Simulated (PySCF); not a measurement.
**Niobium: a sound run and one with changed settings**

Sound run: Nb [Kr] 4d4 5s1, Nb⁺ [Kr] 4d4. Computed with PySCF 2.14 in cc-pVTZ-PP with ECP28MDF (5s5p4d2f1g, 63 functions), with scalar relativity through the core potential. The sound run starts from symmetry-adapted Hartree-Fock orbitals and uses a fine grid where one is needed.

Changed run: radial step 0.8 in ln r (0.13 in the sound run). This setting is unsound on purpose.

| species | method | sound run (hartree) | changed run (hartree) | converged |
| --- | --- | --- | --- | --- |
| Nb | UHF | -56.14928 | -56.14928 | yes |
| Nb | M06-L | -56.62690 | -57.08837 | no |
| Nb | TPSS | -56.62884 | -56.98263 | yes |
| Nb⁺ | UHF | -55.92933 | -55.92933 | yes |
| Nb⁺ | M06-L | -56.38979 | -56.81311 | yes |
| Nb⁺ | TPSS | -56.37329 | -56.67170 | yes |

Ionisation energy of Nb:

| method | sound run (eV) | changed run (eV) |
| --- | --- | --- |
| UHF | 5.985 | 5.985 |
| TPSS | n/a | 8.461 |

A coarse radial grid mis-integrates the density and the exchange-correlation energy, with errors of either sign; Hartree-Fock needs no grid.

For comparison, NIST gives 6.759 eV between the lowest levels.
